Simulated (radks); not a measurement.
Results of a calculation; reference values are marked as such.
Task: Coherent X-ray form factor from a spherical all-electron density. Level of theory: scalar-relativistic Kohn-Sham, PBEsol, spin-unpolarised, spherical densities, point nucleus (a radial shooting solver on a logarithmic mesh with Libxc functionals).

| sin(theta)/lambda (1/angstrom) | f0 (electrons) |
|---|---|
| 0.05 | 36.246 |
| 0.1 | 34.433 |
| 0.15 | 32.252 |
| 0.2 | 30.026 |
| 0.25 | 27.871 |
| 0.3 | 25.870 |
| 0.4 | 22.506 |
| 0.5 | 19.874 |
| 0.6 | 17.662 |
| 0.8 | 13.851 |
| 1 | 10.803 |
| 1.25 | 8.237 |
| 1.5 | 6.769 |
| 2 | 5.312 |

The species is in the configuration that NIST lists as its ground one. Which atom or ion scatters so?

Result: The strontium ion Sr+, [Kr] 5s1. Extrapolating in s^2 from the first two rows gives f0(0) = 36.9, near the electron count 37; among species with that count, the fall with angle is slower the higher Z, and the table is that of Z = 38; from so few rows the species is fixed only to a neighbour or two.
